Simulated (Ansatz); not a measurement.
Ansatz (a first-principles code) input for hexafluorocyclobutene (C4F6), SMILES FC1=C(F)C(F)(F)C1(F)F, B3LYP-D3(BJ)/def2-SVP. 

Ansatz 0.2 input:
```yaml
crystal:
  periodic: [false, false, false]
  atoms:
    - {symbol: F, position_ang: [-1.59840157, 0.00000000, 1.89884319]}
    - {symbol: C, position_ang: [-0.66788087, -0.00000000, 0.97457351]}
    - {symbol: C, position_ang: [0.66788089, -0.00000000, 0.97457349]}
    - {symbol: F, position_ang: [1.59840163, -0.00000000, 1.89884315]}
    - {symbol: C, position_ang: [0.78967890, 0.00000000, -0.53728312]}
    - {symbol: F, position_ang: [1.35751999, 1.07847695, -1.09518507]}
    - {symbol: F, position_ang: [1.35751998, -1.07847695, -1.09518507]}
    - {symbol: C, position_ang: [-0.78967891, 0.00000000, -0.53728310]}
    - {symbol: F, position_ang: [-1.35752002, -1.07847695, -1.09518503]}
    - {symbol: F, position_ang: [-1.35752002, 1.07847695, -1.09518503]}
basis:
  gaussian:
    orbitals: def2-SVP
hamiltonian:
  xc: b3lyp
  dispersion: d3bj
relax: {f_tol: 0.002, max_steps: 200}
```

Program output:

```
WARN ansatz: RAYON_NUM_THREADS=2 ignored (pool sized by the plan → 2); use --threads N
Functional definition: B3LYP
integrals: 0.12 GiB planned
1511 factors; integrals over basis functions are off by at most 3.2e-4 eV
mean field: 0.99 GiB planned
mean field evaluation 1: about -20427.7121 eV, gradient 4.5e1 eV
mean field evaluation 2: about -20426.8900 eV, gradient 5.2e1 eV
mean field evaluation 4: about -20430.6657 eV, gradient 1.7e0 eV
mean field evaluation 8: about -20430.7398 eV, gradient 4.8e-2 eV
mean field -20430.73980141 eV, -750.8158392492 hartree, gradient 4.3e-5 eV, S^2 0.000000; 0 other end points of the search recorded, 0 dependent functions left out
the calculation of the forces begins
reference -20430.73995700 eV, -750.8158449668 hartree; 39, 39 occupied and 101, 101 virtual orbitals, 1511 factors
relax step   1: F+E_penalty+E_count = -20431.10467011 eV  Δ(F+E_penalty+E_count) = +0.000e0 eV  max|allowed force component| = 6.647e-1 eV/Å  Δτ_max = 0.0000 Å  (27 SCF iters, accepted)
these checks for a lower state are left out or cut short: starts, cluster_reference, orbital_swaps, neighbouring_geometries, increment
integrals: 0.12 GiB planned
1511 factors; integrals over basis functions are off by at most 3.2e-4 eV
mean field: 0.99 GiB planned
mean field evaluation 16: about -20430.6770 eV, gradient 1.3e0 eV
mean field -20430.74951181 eV, -750.8161960995 hartree, gradient 1.7e-5 eV, S^2 0.000000; 0 other end points of the search recorded, 0 dependent functions left out
the calculation of the forces begins
reference -20430.74966752 eV, -750.8162018220 hartree; 39, 39 occupied and 101, 101 virtual orbitals, 1511 factors
relax step   2: F+E_penalty+E_count = -20431.11455607 eV  Δ(F+E_penalty+E_count) = -9.886e-3 eV  max|allowed force component| = 2.322e-1 eV/Å  Δτ_max = 0.0103 Å  (32 SCF iters, accepted)
these checks for a lower state are left out or cut short: starts, cluster_reference, orbital_swaps, neighbouring_geometries, increment
integrals: 0.12 GiB planned
1511 factors; integrals over basis functions are off by at most 3.2e-4 eV
mean field: 0.99 GiB planned
mean field -20430.75156284 eV, -750.8162714735 hartree, gradient 1.7e-5 eV, S^2 0.000000; 0 other end points of the search recorded, 0 dependent functions left out
the calculation of the forces begins
reference -20430.75171857 eV, -750.8162771966 hartree; 39, 39 occupied and 101, 101 virtual orbitals, 1511 factors
relax step   3: F+E_penalty+E_count = -20431.11661244 eV  Δ(F+E_penalty+E_count) = -2.056e-3 eV  max|allowed force component| = 3.172e-2 eV/Å  Δτ_max = 0.0067 Å  (32 SCF iters, accepted)
these checks for a lower state are left out or cut short: starts, cluster_reference, orbital_swaps, neighbouring_geometries, increment
integrals: 0.12 GiB planned
1511 factors; integrals over basis functions are off by at most 3.2e-4 eV
mean field: 0.99 GiB planned
mean field evaluation 32: about -20430.6826 eV, gradient 2.2e-1 eV
mean field -20430.75161663 eV, -750.8162734504 hartree, gradient 6.3e-5 eV, S^2 0.000000; 0 other end points of the search recorded, 0 dependent functions left out
the calculation of the forces begins
reference -20430.75177235 eV, -750.8162791731 hartree; 39, 39 occupied and 101, 101 virtual orbitals, 1511 factors
relax step   4: F+E_penalty+E_count = -20431.11664018 eV  Δ(F+E_penalty+E_count) = -2.775e-5 eV  max|allowed force component| = 5.344e-3 eV/Å  Δτ_max = 0.0007 Å  (22 SCF iters, accepted)
these checks for a lower state are left out or cut short: starts, cluster_reference, orbital_swaps, neighbouring_geometries, increment
integrals: 0.12 GiB planned
1511 factors; integrals over basis functions are off by at most 3.2e-4 eV
mean field: 0.99 GiB planned
mean field -20430.75162676 eV, -750.8162738228 hartree, gradient 6.1e-5 eV, S^2 0.000000; 0 other end points of the search recorded, 0 dependent functions left out
the calculation of the forces begins
reference -20430.75178248 eV, -750.8162795450 hartree; 39, 39 occupied and 101, 101 virtual orbitals, 1511 factors
relax step   5: F+E_penalty+E_count = -20431.11664490 eV  Δ(F+E_penalty+E_count) = -4.717e-6 eV  max|allowed force component| = 2.530e-3 eV/Å  Δτ_max = 0.0014 Å  (21 SCF iters, accepted)
these checks for a lower state are left out or cut short: starts, cluster_reference, orbital_swaps, neighbouring_geometries, increment
integrals: 0.12 GiB planned
1511 factors; integrals over basis functions are off by at most 3.2e-4 eV
mean field: 0.99 GiB planned
mean field -20430.75163420 eV, -750.8162740958 hartree, gradient 2.9e-5 eV, S^2 0.000000; 0 other end points of the search recorded, 0 dependent functions left out
the calculation of the forces begins
reference -20430.75178991 eV, -750.8162798182 hartree; 39, 39 occupied and 101, 101 virtual orbitals, 1511 factors
relax step   6: F+E_penalty+E_count = -20431.11664686 eV  Δ(F+E_penalty+E_count) = -1.954e-6 eV  max|allowed force component| = 1.111e-3 eV/Å  Δτ_max = 0.0004 Å  (20 SCF iters, accepted)
integrals: 0.12 GiB planned
1511 factors; integrals over basis functions are off by at most 3.2e-4 eV
mean field: 0.99 GiB planned
mean field -20430.75163420 eV, -750.8162740958 hartree, gradient 2.9e-5 eV, S^2 0.000000; 1 other end points of the search recorded, 0 dependent functions left out
the calculation of the forces begins
reference -20430.75178991 eV, -750.8162798182 hartree; 39, 39 occupied and 101, 101 virtual orbitals, 1511 factors
Total energy: -20431.11680257 eV, -750.8296937860 hartree
Atom 0 at    -1.595479     0.000000     1.896378 Å, force     0.000191     0.000000    -0.000897 eV/Å
Atom 1 at    -0.672450    -0.000000     0.969206 Å, force     0.000576     0.000000     0.001111 eV/Å
Atom 2 at     0.672450    -0.000000     0.969206 Å, force    -0.000576    -0.000000     0.001111 eV/Å
Atom 3 at     1.595479     0.000000     1.896378 Å, force    -0.000191     0.000000    -0.000897 eV/Å
Atom 4 at     0.785823    -0.000000    -0.533793 Å, force     0.000162     0.000000     0.001065 eV/Å
Atom 5 at     1.344456     1.088515    -1.093013 Å, force     0.000138     0.000275    -0.000639 eV/Å
Atom 6 at     1.344456    -1.088515    -1.093013 Å, force     0.000138    -0.000275    -0.000639 eV/Å
Atom 7 at    -0.785823    -0.000000    -0.533793 Å, force    -0.000162     0.000000     0.001065 eV/Å
Atom 8 at    -1.344456    -1.088515    -1.093013 Å, force    -0.000138    -0.000275    -0.000639 eV/Å
Atom 9 at    -1.344456     1.088515    -1.093013 Å, force    -0.000138     0.000275    -0.000639 eV/Å
Dipole moment:     0.000000     0.000000     0.276583 e Å
```

Self-consistency was reached.
